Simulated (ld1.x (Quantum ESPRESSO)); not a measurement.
# An all-electron radial function and its pseudo partner (Hf (Z = 72))

Columns: radius, all-electron u(r) and pseudo u(r) of the 5d shell (level -4.68 eV) of hafnium in the configuration [Kr] 4d10 4f14 5s2 5p6 5d2 6s1 6p1; revPBE, non-relativistic, RRKJ scheme, ld1.x (Quantum ESPRESSO) 7.5.

| r (bohr) | all-electron | pseudo |
| --- | --- | --- |
| 0.135 | 0.1880 | 0.0020 |
| 0.270 | -0.1296 | 0.0151 |
| 0.405 | -0.2970 | 0.0483 |
| 0.540 | -0.1953 | 0.1058 |
| 0.675 | 0.0112 | 0.1868 |
| 0.810 | 0.2199 | 0.2855 |
| 0.945 | 0.3927 | 0.3924 |
| 1.080 | 0.5218 | 0.4966 |
| 1.215 | 0.6104 | 0.5877 |
| 1.350 | 0.6654 | 0.6579 |
| 1.485 | 0.6941 | 0.7033 |
| 1.620 | 0.7030 | 0.7237 |
| 1.755 | 0.6977 | 0.7225 |
| 1.890 | 0.6823 | 0.7050 |
| 2.025 | 0.6601 | 0.6771 |
| 2.160 | 0.6337 | 0.6440 |
| 2.295 | 0.6048 | 0.6098 |
| 2.430 | 0.5748 | 0.5764 |
| 2.565 | 0.5445 | 0.5448 |
| 2.700 | 0.5147 | 0.5147 |
| 2.835 | 0.4856 | 0.4856 |
| 2.970 | 0.4576 | 0.4576 |
| 3.105 | 0.4307 | 0.4307 |
| 3.240 | 0.4049 | 0.4049 |
| 3.375 | 0.3803 | 0.3803 |
| 3.510 | 0.3568 | 0.3568 |

(1) How many radial nodes do the two functions have?

(2) At about which radius was the pseudo-wave matched?

(3) Where does each function peak?

(4) Is the pseudo-wave norm-conserving?

## Answers

(1) The all-electron 5d function has n − l − 1 = 2; the pseudo-wave has 0, since the states of the same l below it are removed with the core.

(2) 2.70 bohr. The columns agree to 0.0005 from 2.56 bohr on; several derivatives are matched, so the curves merge somewhat inside the radius.

(3) Outermost all-electron maximum near 1.62 bohr, pseudo maximum near 1.62 bohr (to the table’s step).

(4) Yes: the RRKJ scheme keeps the norm inside the radius equal to the all-electron one, which fixes the energy derivative of the logarithmic derivative at the level.
